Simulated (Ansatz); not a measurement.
`C[CH](C)[Ge][OH]`, charge 0, multiplicity 1.

Problem. Give a relaxed structure at PBE0-D4/def2-TZVP (Ansatz). (An estimate is asked.)

Solution. Computed: 
Cartesian coordinates in Å:
```
C -0.364 1.020 0.519
C -0.195 -0.473 0.305
C -0.846 -0.942 -0.995
Ge 1.707 -1.174 0.313
O 2.618 0.356 0.484
H 0.060 1.355 1.470
H 0.108 1.597 -0.285
H -1.421 1.310 0.524
H -0.674 -1.011 1.136
H -0.734 -2.019 -1.150
H -0.408 -0.440 -1.865
H -1.919 -0.722 -1.007
H 2.068 1.144 0.551
```
This is one stationary point; other conformers may exist.
